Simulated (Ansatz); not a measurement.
Gas-phase electronic energies from Ansatz, PBE0-D4/def2-TZVP geometries. CCSD(T)/CBS is the MP2 limit (def2-TZVPP, def2-QZVPP) plus CCSD(T) − MP2 in def2-TZVPP, frozen cores. DFT in def2-TZVPP. B3LYP here is the variant with VWN-RPA as its local correlation; programs differ in this. Each species was taken in one conformer, which may not be the lowest.

Reaction (formal exchange of groups at a C–C bond): `CC(C)=N` + `ClC1C[SiH2]1` → `CC1(Cl)C[SiH2]1` + `CC=N`

| level | ΔE (kJ/mol) | difference from CCSD(T)/CBS |
| --- | --- | --- |
| PBE-D4 | 11.8 | 2.1 |
| B3LYP-D4 | 11.5 | 1.8 |
| ωB97X-V | 12.7 | 3.0 |
| ωB97M-V | 12.0 | 2.3 |
| B2PLYP | 12.7 | 3.0 |
| PBE | 14.2 | 4.5 |
| r2SCAN | 13.8 | 4.1 |
| HF/def2-TZVPP | 17.0 | 7.3 |
| MP2/def2-TZVPP | 8.0 | -1.7 |
| SCS-MP2/def2-TZVPP | 8.9 | -0.8 |
| CCSD(T)/def2-TZVPP | 9.5 | -0.2 |
| HF/def2-QZVPP | 17.4 | 7.7 |
| MP2/def2-QZVPP | 8.2 | -1.5 |
| SCS-MP2/def2-QZVPP | 9.2 | -0.5 |
| MP2/CBS(def2) | 8.2 | -1.5 |
| CCSD/CBS(def2) | 11.1 | 1.4 |
| CCSD(T)/CBS | 9.7 | 0 |

Largest T1 diagnostic among the species: 0.012.

In def2-TZVPP, CCSD(T) changes the Hartree–Fock value by −7.5 kJ/mol (the triples alone add −1.5 kJ/mol) and MP2 by −9.0 kJ/mol. The D4 term adds −4.0 kJ/mol with B3LYP and −2.2 kJ/mol with PBE0; it sums over pairs of atoms, weighted by their polarisabilities, and B3LYP, whose exchange is more repulsive, gets the larger term.
